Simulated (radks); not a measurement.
Values are calculated unless marked as measured or tabulated.
Question: The tin ion Sn3+, 47 electrons, occupied as [Kr] 4d10 5p1 (not the ground configuration). Code: a radial shooting solver on a logarithmic mesh with Libxc functionals. Model: Dirac Kohn-Sham, PBE, spin-unpolarised, spherical densities, point nucleus; open shells are shared between the two j in proportion to 2j + 1. Some entries of the table are withheld. Estimate them.

orbital      occ.  eigenvalue (hartree)  <r> (bohr)  <r^2> (bohr^2)
1s1/2           2             -1066.707     0.02905        0.001143
2s1/2           2             -161.9534      0.1251         0.01851
2p1/2           2             -151.3491      0.1058             (1)
2p3/2           4             -142.8730      0.1112             (2)
3s1/2           2             -32.17492      0.3391          0.1316
3p1/2           2             -27.86819      0.3299          0.1265
3p3/2           4             -26.32034      0.3411          0.1350
3d3/2           4             -18.71124      0.3125          0.1160
3d5/2           6             -18.39177      0.3161          0.1185
4s1/2           2              -6.05395      0.8182             (3)
4p1/2           2              -4.62165      0.8645          0.8535
4p3/2           4              -4.34301      0.8937          0.9122
4d3/2           4              -2.09489       1.070           1.350
4d5/2           6              -2.05567       1.083           1.382
5p1/2    0.333333              -1.03308       2.423           6.600
5p3/2    0.666667              -1.00058       2.493           6.985

Answer: 
(1) 2p1/2 <r^2> (bohr^2): 0.01376
(2) 2p3/2 <r^2> (bohr^2): 0.01506
(3) 4s1/2 <r^2> (bohr^2): 0.7575
